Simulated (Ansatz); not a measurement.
`CN[SiH2]CN` and `NC[SiH2]S[SiH3]` differ in one atom or group.

Ansatz, PBE0-D4/def2-TZVP geometries, multiplicity 1. Each molecule was computed in one conformer, which needn't be the lowest.

| property | `CN[SiH2]CN` |
| --- | --- |
| HOMO–LUMO gap (PBE0/def2-TZVPP) / eV | 7.08 |
| size of the dipole moment (ωB97M-V/def2-TZVPP) / D | 1.54 |
| size of the dipole moment (PBE/def2-TZVPP) / D | 1.56 |
| LUMO energy (PBE/def2-TZVPP) / eV | -0.21 |
| HOMO energy (B3LYP/def2-TZVPP) / eV | -6.24 |
| HOMO energy (PBE/def2-TZVPP) / eV | -5.08 |

(1) Give the same properties after the change, and the shifts. (Best estimate.)

## Answers

(1) Computed: 
```
                                          property  `NC[SiH2]S[SiH3]`  shift
              HOMO–LUMO gap (PBE0/def2-TZVPP) / eV               6.58  -0.50
size of the dipole moment (ωB97M-V/def2-TZVPP) / D               0.81  -0.73
    size of the dipole moment (PBE/def2-TZVPP) / D               0.68  -0.88
                 LUMO energy (PBE/def2-TZVPP) / eV              -0.95  -0.74
               HOMO energy (B3LYP/def2-TZVPP) / eV              -6.47  -0.23
                 HOMO energy (PBE/def2-TZVPP) / eV              -5.34  -0.26
```

With PBE0 the HOMO falls by 0.24 eV and the LUMO falls by 0.74 eV, so the gap narrows by about 0.50 eV. PBE moves the HOMO by -0.26 eV and ωB97M-V by -0.20 eV. Dipoles are sizes alone; their direction can turn.

B3LYP here is the variant with VWN-RPA as its local correlation; programs differ in this.
